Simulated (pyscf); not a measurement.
H₃C–SiH•–Cl -> •H₂C–SiH₂–Cl, a hydrogen shift (doublet surface; C–H broken, H–Si formed). Single points on ωB97X-D3(BJ)/def2-SVP structures (PySCF, gas phase). MP2 and CC: frozen core, UHF for open shells. ΔMP2 is the change of the MP2 total energy from the triple- to the quadruple-zeta basis. Energies in kcal/mol from the reactant's lowest minimum found.

Small-basis levels: PySCF, no dispersion term, spherical d functions. Open shells are spin-unrestricted. 

Task: In single points HF/STO-3G puts the saddle at 90.2 kcal/mol and the reaction energy at +7.8 kcal/mol. Should these be trusted to within a few kcal/mol? Compare with CCSD(T)/def2-TZVPP + ΔMP2(QZVPP).

Result: CCSD(T)/def2-TZVPP + ΔMP2(QZVPP) gives ΔE‡ = 50.7 kcal/mol and ΔE = +11.2 kcal/mol. HF/STO-3G lies 39.5 kcal/mol over it in the barrier and 3.4 kcal/mol under it in the reaction energy, so on this step it does not hold to within 3.0 kcal/mol. CCSD(T)/def2-TZVPP + ΔMP2(QZVPP) has limits of its own. One saddle was located; it need not be the lowest between these sides. The CCSD(T) − MP2 part came from Ansatz, without density fitting, on the same reference.
